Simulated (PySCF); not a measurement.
# Bond curve of TaH

Set-up: PySCF, spin-free X2C with a Gaussian nucleus, basis sets Ta x2c-TZVPPall, H x2c-TZVPPall. Energies in eV from Ta (5d3 6s2) + H in their ground configurations at the same level. State: quintet, unpaired electrons σ ↑, π ↑↑, δ ↑.

```tsv
R (Å)	UHF-CCSD(T)
1.557	-2.058
1.626	-2.253
1.678	-2.335
1.730	-2.373
1.782	-2.374
1.851	-2.332
1.938	-2.226
2.041	-2.048
```

Q: Put a parabola through the three lowest points of the UHF-CCSD(T) curve and estimate Re, k and ωe (reduced mass 1.002 u; 1 eV/Å² = 0.16022 mdyn/Å; ωe = 1302.8·√(k/μ) cm⁻¹).

A: Through R = 1.73, 1.782, 1.851 Å the second-order coefficient is 5.19 eV/Å², so Re ≈ 1.758 Å, k ≈ 1.66 mdyn/Å and ωe ≈ 1678 cm⁻¹. A polynomial fit of higher order to the unrounded UHF-CCSD(T) energies gives Re = 1.758 Å, k = 1.91 mdyn/Å, ωe = 1798 cm⁻¹; anharmonicity and rounding make the difference.

The higher-order fit for each curve: UHF-CCSD(T): Re = 1.758 Å, ωe = 1798 cm⁻¹, De = 2.38 eV.

Correlated steps freeze 23 core orbitals. These are scalar-relativistic numbers at best; spin–orbit coupling would shift them, the dissociation energy most. With d or f electrons several states lie close, and the lowest PBE0 determinant need not be the measured ground state.
